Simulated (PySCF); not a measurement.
BO (SMILES [B]=O), doublet, geometry from GFN2-xTB; PySCF with B3LYP5/3-21G.

The PySCF input:
```python
from pyscf import gto, scf, dft

mol = gto.Mole()
mol.atom = '''
    B    -0.000000   -0.000000   -0.729195
    O     0.000000    0.000000    0.455747
'''
mol.basis = '3-21g'
mol.charge = 0
mol.spin = 1
mol.verbose = 4
mol.build()

mf = dft.UKS(mol)
mf.xc = 'b3lyp5'
mf.kernel()
```

Question: What does PySCF print? Leave out banner, timings and long lists.

Answer: 
```
PySCF version 2.14.0

[INPUT] verbose = 4
[INPUT] num. atoms = 2
[INPUT] num. electrons = 13
[INPUT] charge = 0
[INPUT] spin (= nelec alpha-beta = 2S) = 1
[INPUT] symmetry False subgroup None
[INPUT] Mole.unit = angstrom
[INPUT] Symbol           X                Y                Z      unit          X                Y                Z       unit  Magmom
[INPUT]  1 B      0.000000000000   0.000000000000  -0.729195000000 AA    0.000000000000   0.000000000000  -1.377978841402 Bohr   0.0
[INPUT]  2 O      0.000000000000   0.000000000000   0.455747000000 AA    0.000000000000   0.000000000000   0.861237012092 Bohr   0.0

nuclear repulsion = 17.8633962141607
number of shells = 10
number of NR pGTOs = 30
number of NR cGTOs = 18
basis = 3-21g
ecp = {}

******** <class 'pyscf.dft.uks.UKS'> ********
method = UKS
initial guess = minao
damping factor = 0
level_shift factor = 0
DIIS = <class 'pyscf.scf.diis.CDIIS'>
diis_start_cycle = 1
diis_space = 8
diis_damp = 0
SCF conv_tol = 1e-09
SCF conv_tol_grad = None
SCF max_cycles = 50
direct_scf = True
direct_scf_tol = 1e-13
number electrons alpha = 7  beta = 6
XC library pyscf.dft.libxc version 7.1.2
    S. Lehtola, C. Steigemann, M. J. T. Oliveira, and M. A. L. Marques,  SoftwareX 7, 1–5 (2018)
XC functionals = b3lyp5
    P. A. M. Dirac,  Math. Proc. Cambridge Philos. Soc. 26, 376 (1930)
    F. Bloch,  Z. Phys. 57, 545 (1929)
    A. D. Becke,  Phys. Rev. A 38, 3098 (1988)
    C. Lee, W. Yang, and R. G. Parr,  Phys. Rev. B 37, 785 (1988)
    B. Miehlich, A. Savin, H. Stoll, and H. Preuss,  Chem. Phys. Lett. 157, 200 (1989)
    S. H. Vosko, L. Wilk, and M. Nusair,  Can. J. Phys. 58, 1200 (1980)
radial grids:
    Treutler-Ahlrichs [JCP 102, 346 (1995); DOI:10.1063/1.469408] (M4) radial grids

becke partition: Becke, JCP 88, 2547 (1988); DOI:10.1063/1.454033
pruning grids: <function nwchem_prune>
grids dens level: 3
symmetrized grids: False
atomic radii adjust function: <function treutler_atomic_radii_adjust>
small_rho_cutoff = 0
Set gradient conv threshold to 3.16228e-05
tot grids = 28128
init E= -99.5172878012559

cycle= 1 E= -99.2473602769495  delta_E= 0.27  |g|= 0.621  |ddm|= 1.14
cycle= 2 E= -97.3117944906975  delta_E= 1.94  |g|= 2.04  |ddm|= 1.48
cycle= 3 E= -99.4103909630996  delta_E= -2.1  |g|= 0.082  |ddm|= 1.26
cycle= 4 E= -99.4150261796729  delta_E= -0.00464  |g|= 0.0112  |ddm|= 0.106
cycle= 5 E= -99.4151721140243  delta_E= -0.000146  |g|= 0.00338  |ddm|= 0.0168
cycle= 6 E= -99.4152051913378  delta_E= -3.31e-05  |g|= 0.00168  |ddm|= 0.00878
cycle= 7 E= -99.4152132308583  delta_E= -8.04e-06  |g|= 0.000218  |ddm|= 0.00577
cycle= 8 E= -99.4152133671393  delta_E= -1.36e-07  |g|= 7.33e-05  |ddm|= 0.00075
cycle= 9 E= -99.4152133708504  delta_E= -3.71e-09  |g|= 1.7e-05  |ddm|= 9.67e-05
cycle= 10 E= -99.4152133709837  delta_E= -1.33e-10  |g|= 1.9e-07  |ddm|= 1.31e-05
Extra cycle  E= -99.4152133709837  delta_E= 2.84e-14  |g|= 4.32e-07  |ddm|= 5.12e-07
converged SCF energy = -99.4152133709837  <S^2> = 0.75817804  2S+1 = 2.0081614
```
